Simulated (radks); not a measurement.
Results of a calculation; reference values are marked as such.
Ionisation of neutral aluminium, [Ne] 3s2 3p1, to [Ne] 3s2 as the strength of local exchange is varied. Code: a radial shooting solver on a logarithmic mesh with Libxc functionals. Model: non-relativistic Kohn-Sham, Slater X-alpha exchange (alpha = 2/3 is LDA exchange), no correlation, spin-unpolarised, spherical densities, point nucleus.

| alpha | E(Al) (hartree) | exchange (hartree) | IE (eV) | -e of the level emptied (eV) | <r> of it (bohr) |
|---|---|---|---|---|---|
| 0.565 | -237.85031 | -13.81301 | 4.325 | 1.500 (3p) | 3.863 |
| 0.667 | -240.35508 | -16.45170 | 4.916 | 1.955 (3p) | 3.618 |
| 0.767 | -242.83223 | -19.08128 | 5.533 | 2.451 (3p) | 3.419 |
| 0.899 | -246.13459 | -22.61680 | 6.403 | 3.177 (3p) | 3.201 |
| 0.922 | -246.71378 | -23.24033 | 6.561 | 3.311 (3p) | 3.167 |
| 0.977 | -248.10333 | -24.74039 | 6.947 | 3.642 (3p) | 3.090 |
| 1.028 | -249.39755 | -26.14270 | 7.314 | 3.960 (3p) | 3.023 |
| 1.035 | -249.57561 | -26.33603 | 7.365 | 4.004 (3p) | 3.014 |

NIST Atomic Spectra Database: 5.986 eV (measured). The Delta-SCF value meets it near alpha = 0.84. Spin polarisation and multiplet splitting are left out, so open shells lie too high by an amount that depends on their filling.

Beside tabulated values, note that spin-unpolarised runs miss the spin-polarisation part of the exchange energy of open shells.
